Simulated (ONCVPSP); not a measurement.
## An all-electron radial function and its pseudo partner (scandium (Sc))

Columns: radius, all-electron u(r) and pseudo u(r) of the 3p shell (level -64.64 eV) of scandium in the configuration [Ne] 3s2 3p6; LDA (Perdew-Wang 92), scalar-relativistic, ONCV scheme, ONCVPSP 4.0.1.

| r (bohr) | all-electron | pseudo |
| --- | --- | --- |
| 0.085 | -0.3158 | 0.0219 |
| 0.170 | -0.5201 | 0.0854 |
| 0.255 | -0.4345 | 0.1845 |
| 0.340 | -0.1838 | 0.3096 |
| 0.425 | 0.1174 | 0.4490 |
| 0.510 | 0.4008 | 0.5900 |
| 0.595 | 0.6343 | 0.7209 |
| 0.680 | 0.8082 | 0.8324 |
| 0.765 | 0.9240 | 0.9180 |
| 0.850 | 0.9894 | 0.9749 |
| 0.935 | 1.0138 | 1.0021 |
| 1.020 | 1.0066 | 1.0010 |
| 1.105 | 0.9763 | 0.9750 |
| 1.190 | 0.9300 | 0.9299 |
| 1.275 | 0.8733 | 0.8732 |
| 1.360 | 0.8107 | 0.8106 |
| 1.445 | 0.7455 | 0.7454 |
| 1.530 | 0.6801 | 0.6800 |
| 1.615 | 0.6162 | 0.6161 |
| 1.700 | 0.5550 | 0.5550 |
| 1.785 | 0.4974 | 0.4974 |
| 1.870 | 0.4438 | 0.4438 |
| 1.955 | 0.3944 | 0.3943 |
| 2.040 | 0.3492 | 0.3491 |
| 2.125 | 0.3082 | 0.3081 |
| 2.210 | 0.2712 | 0.2712 |

Task: How many radial nodes do the two functions have?

Result: The all-electron 3p function has n − l − 1 = 1; the pseudo-wave has 0, since the states of the same l below it are removed with the core.

Task: At about which radius was the pseudo-wave matched?

Result: 1.20 bohr, where the columns begin to agree (steps of 0.09 bohr).

Task: Is the pseudo-wave norm-conserving?

Result: Yes: the ONCV scheme keeps the norm inside the radius equal to the all-electron one, which fixes the energy derivative of the logarithmic derivative at the level.
